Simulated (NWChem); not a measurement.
System: diphosphane (P2H4); SMILES PP

Input file for NWChem:

```
start job
memory heap 200 mb stack 900 mb global 1100 mb
geometry units angstroms noautoz
  P     -0.000035    -1.132413    -0.052446
  P     -0.000035     1.132413     0.052446
  H      1.028264    -1.283060     0.924219
  H     -1.028442    -1.283038     0.924107
  H      1.028270     1.283059    -0.924213
  H     -1.028437     1.283039    -0.924113
end
basis spherical
  P library def2-svp
  H library def2-svp
end
dft
  xc xpbe96 cpbe96
  iterations 200
  convergence diis 3
end
task dft gradient
```

Output (shortened):

```
             Northwest Computational Chemistry Package (NWChem) 7.3.0
             --------------------------------------------------------

 C1  symmetry detected

                             Geometry "geometry" -> ""
                             -------------------------

 Output coordinates in angstroms (scale by  1.889725989 to convert to a.u.)

  No.       Tag          Charge          X              Y              Z
 ---- ---------------- ---------- -------------- -------------- --------------
    1 P                   15.0000     0.00000596    -1.13161206    -0.06755688
    2 P                   15.0000     0.00000610     1.13161206     0.06755688
    3 H                    1.0000     1.02830843    -1.29528210     0.90700662
    4 H                    1.0000    -1.02839757    -1.29525891     0.90690221
    5 H                    1.0000     1.02830762     1.29528132    -0.90700792
    6 H                    1.0000    -1.02839937     1.29525968    -0.90690091

 Effective nuclear repulsion energy (a.u.)      87.3857318445

  pbe96 is a nonlocal functional; adding pw91lda local functional.

                                 NWChem DFT Module
                                 -----------------

 Summary of "ao basis" -> "ao basis" (spherical)
 ------------------------------------------------------------------------------
       Tag                 Description            Shells   Functions and Types
 ---------------- ------------------------------  ------  ---------------------
 P                          def2-svp                 8       18   4s3p1d
 H                          def2-svp                 3        5   2s1p

            General Information
            -------------------
          SCF calculation type: DFT
          Wavefunction type:  closed shell.
          No. of atoms     :     6
          No. of electrons :    34
           Alpha electrons :    17
            Beta electrons :    17
          Charge           :     0
          Spin multiplicity:     1
          Use of symmetry is: off; symmetry adaption is: off
          Maximum number of iterations: 200
          AO basis - number of functions:    56
                     number of shells:    28
          Convergence on energy requested:  1.00D-06
          Convergence on density requested:  1.00D-05
          Convergence on gradient requested:  5.00D-04

              XC Information
              --------------
          PerdewBurkeErnzerhof Exchange Functional  1.000
            Perdew 1991 LDA Correlation Functional  1.000 local
           PerdewBurkeErnz. Correlation Functional  1.000 non-local

             Grid Information
             ----------------
          Grid used for XC integration:  medium
          Radial quadrature: Mura-Knowles
          Angular quadrature: Lebedev.
          Tag              B.-S. Rad. Rad. Pts. Rad. Cut. Ang. Pts.
          ---              ---------- --------- --------- ---------
          P                   1.00       88           8.0       590
          H                   0.35       45          10.0       434
          Grid pruning is: on
          Number of quadrature shells:   356
          Spatial weights used:  Erf1

      Superposition of Atomic Density Guess
      -------------------------------------

 Sum of atomic energies:        -683.07243668

      Non-variational initial energy
      ------------------------------

 Total energy =    -683.551195
 1-e energy   =   -1118.585978
 2-e energy   =     347.649051
 HOMO         =      -0.245054
 LUMO         =       0.056369

   convergence    iter        energy       DeltaE   RMS-Dens  Diis-err
 ---------------- ----- ----------------- --------- --------- ---------
 d= 0,ls=0.0,diis     1   -684.5302864971 -7.72D+02  9.08D-03  2.19D-01
  Resetting Diis
 d= 0,ls=0.0,diis     2   -684.5463081439 -1.60D-02  6.80D-03  3.37D-02
 d= 0,ls=0.0,diis     3   -684.5507380140 -4.43D-03  5.30D-03  1.17D-02
 d= 0,ls=0.0,diis     4   -684.5496172432  1.12D-03  3.04D-03  1.76D-02
 d= 0,ls=0.0,diis     5   -684.5528210349 -3.20D-03  1.45D-04  5.02D-05
 d= 0,ls=0.0,diis     6   -684.5528319538 -1.09D-05  9.79D-06  1.31D-07
 d= 0,ls=0.0,diis     7   -684.5528319695 -1.57D-08  4.77D-06  3.63D-08

         Total DFT energy =     -684.552831969543
      One electron energy =    -1120.015258976109
           Coulomb energy =      395.652654999331
    Exchange-Corr. energy =      -47.575959837220
 Nuclear repulsion energy =       87.385731844455

 Numeric. integr. density =       34.000004437398

                       DFT Final Molecular Orbital Analysis
                       ------------------------------------

 Vector   15  Occ=2.000000D+00  E=-3.104275D-01
              MO Center=  1.3D-05, -7.7D-08, -6.8D-08, r^2= 2.9D+00
   Bfn.  Coefficient  Atom+Function         Bfn.  Coefficient  Atom+Function
  ----- ------------  ---------------      ----- ------------  ---------------
     9      0.263277  1 P  py                27     -0.263277  2 P  py
    12      0.257305  1 P  py                30     -0.257305  2 P  py
    37     -0.154591  3 H  s                 42     -0.154581  4 H  s
    47     -0.154592  5 H  s                 52     -0.154580  6 H  s
     6     -0.146639  1 P  py                24      0.146639  2 P  py

 Vector   16  Occ=2.000000D+00  E=-2.862571D-01
              MO Center= -6.9D-06,  3.2D-07, -8.1D-08, r^2= 3.1D+00
   Bfn.  Coefficient  Atom+Function         Bfn.  Coefficient  Atom+Function
  ----- ------------  ---------------      ----- ------------  ---------------
    13     -0.282720  1 P  pz                31     -0.282720  2 P  pz
     3      0.268658  1 P  s                 21     -0.268658  2 P  s
     4      0.246020  1 P  s                 22     -0.246020  2 P  s
    10     -0.238103  1 P  pz                28     -0.238103  2 P  pz
     2      0.175204  1 P  s                 20     -0.175204  2 P  s

 Vector   17  Occ=2.000000D+00  E=-2.108110D-01
              MO Center=  1.9D-05, -3.8D-08, -7.8D-08, r^2= 3.8D+00
   Bfn.  Coefficient  Atom+Function         Bfn.  Coefficient  Atom+Function
  ----- ------------  ---------------      ----- ------------  ---------------
     4      0.276561  1 P  s                 22      0.276561  2 P  s
    13     -0.261491  1 P  pz                31      0.261491  2 P  pz
    12     -0.255653  1 P  py                30      0.255653  2 P  py
    10     -0.217854  1 P  pz                28      0.217854  2 P  pz
     3      0.209139  1 P  s                 21      0.209139  2 P  s

 Vector   18  Occ=0.000000D+00  E=-3.127389D-02
              MO Center=  5.3D-06,  1.5D-07,  4.8D-08, r^2= 3.9D+00
   Bfn.  Coefficient  Atom+Function         Bfn.  Coefficient  Atom+Function
  ----- ------------  ---------------      ----- ------------  ---------------
    12      0.866717  1 P  py                30      0.866717  2 P  py
     4      0.364305  1 P  s                 22     -0.364305  2 P  s
     9      0.307383  1 P  py                27      0.307383  2 P  py
     3      0.202839  1 P  s                 21     -0.202839  2 P  s
     6     -0.173032  1 P  py                24     -0.173032  2 P  py

 Vector   19  Occ=0.000000D+00  E= 2.839153D-03
              MO Center=  2.4D-05,  2.5D-05, -5.0D-06, r^2= 4.5D+00
   Bfn.  Coefficient  Atom+Function         Bfn.  Coefficient  Atom+Function
  ----- ------------  ---------------      ----- ------------  ---------------
    11      0.826344  1 P  px                29     -0.826360  2 P  px
    38     -0.599716  3 H  s                 43      0.599673  4 H  s
    48      0.599724  5 H  s                 53     -0.599691  6 H  s
     8      0.209498  1 P  px                26     -0.209502  2 P  px
    37     -0.143088  3 H  s                 42      0.143074  4 H  s

 Vector   20  Occ=0.000000D+00  E= 5.059037D-03
              MO Center= -2.4D-04, -2.5D-05,  4.8D-06, r^2= 4.3D+00
   Bfn.  Coefficient  Atom+Function         Bfn.  Coefficient  Atom+Function
  ----- ------------  ---------------      ----- ------------  ---------------
    11      0.708952  1 P  px                29      0.708934  2 P  px
    38     -0.584698  3 H  s                 43      0.585088  4 H  s
    48     -0.584683  5 H  s                 53      0.585075  6 H  s
    37     -0.224488  3 H  s                 42      0.224539  4 H  s
    47     -0.224484  5 H  s                 52      0.224536  6 H  s

     Multipole analysis of the density
     ---------------------------------

     L   x y z        total         alpha         beta         nuclear
     -   - - -        -----         -----         ----         -------
     0   0 0 0     -0.000000    -17.000000    -17.000000     34.000000

     1   1 0 0     -0.000030     -0.000015     -0.000015      0.000000
     1   0 1 0     -0.000000     -0.000000     -0.000000      0.000000
     1   0 0 1      0.000000      0.000000      0.000000     -0.000000

     2   2 0 0    -20.328731    -17.717241    -17.717241     15.105751
     2   1 1 0     -0.000003      0.000003      0.000003     -0.000009
     2   1 0 1     -0.000002     -0.000001     -0.000001     -0.000001
     2   0 2 0    -22.628905    -91.890659    -91.890659    161.152413
     2   0 1 1     -2.402141      3.094134      3.094134     -8.590409
     2   0 0 2    -22.321736    -17.280214    -17.280214     12.238692

[...]

                         DFT ENERGY GRADIENTS

    atom               coordinates                        gradient
                 x          y          z           x          y          z
   1 P       0.000011  -2.138437  -0.127664   -0.000001   0.000679   0.012770
   2 P       0.000012   2.138437   0.127664   -0.000001  -0.000679  -0.012769
   3 H       1.943221  -2.447728   1.713994   -0.004234  -0.000621  -0.005128
   4 H      -1.943390  -2.447684   1.713797    0.004235  -0.000621  -0.005128
   5 H       1.943220   2.447727  -1.713996   -0.004234   0.000621   0.005128
   6 H      -1.943393   2.447686  -1.713794    0.004235   0.000621   0.005128
```

Level: PBE/def2-SVP. Structure relaxed at the B3LYP/6-31G* (spherical d) level.
